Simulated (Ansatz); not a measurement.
System: sum formula SiBrCl$_{2}$, net charge 0, doublet state. It need not be the lowest isomer of its formula. 
Structure (B3LYP-D3(BJ)/def2-TZVP (Ansatz, a program for electronic structure) minimum search):
```
Si
Cl 1 2.0596
Cl 1 2.0596 2 109.01
Br 1 2.2330 2 109.80 3 120.32
```
Charge 0, spin multiplicity 2.

Total electronic energies in hartree. Valence correlation only, unless marked. UHF or UKS for open shells. Spin-orbit coupling is left out. Frozen are the shells of the preceding noble gas and the d and f shells that filled before the atom's block. No relativistic terms. Basis-set limits of correlation are two-point, X^-3; Hartree-Fock from the larger set. [CCSD(T)-MP2]/basis is that difference in the basis named.

| level | program | energy (Eh) |
|---|---|---|
| revPBE/def2-TZVPD | Ansatz | -3783.74620 |
| PBE0/STO-3G | Ansatz | -3742.01963 |
| PBE0/def2-TZVP | Ansatz | -3783.47548 |
| r2SCAN0-D4/def2-TZVPD | Ansatz + dftd4 | -3784.08935 |
| HSE06-D4/def2-TZVPD | Ansatz + dftd4 | -3783.46587 |
| B2GP-PLYP-D3(BJ)/def2-TZVPD | Ansatz + dftd3 | -3783.12577 |
| B2PLYP/def2-TZVPD | Ansatz | -3783.39713 |
| MP2/6-31G | Ansatz | -3780.08347 |
| MP2/6-31G* | Ansatz | -3780.53281 |
| SCS-MP2/6-31G | Ansatz | -3780.08076 |
| SCS-MP2/6-31G* | Ansatz | -3780.51679 |
| CCSD/6-31G* | Ansatz | -3780.57143 |
| RI-MP2/CBS(def2-TZVPP,def2-QZVPP)+[CCSD(T)-MP2]/def2-SVP | Ansatz | -3781.3784 |
| RI-MP2/CBS(def2-TZVPP,def2-QZVPP)+[CCSD(T)-MP2]/def2-QZVPP | Ansatz | -3781.4081 |
| CCSD(T)/CBS(def2-TZVPP,def2-QZVPP) | Ansatz | -3781.4097 |

Totals of different functionals don't rank their quality; only differences between species are comparable.
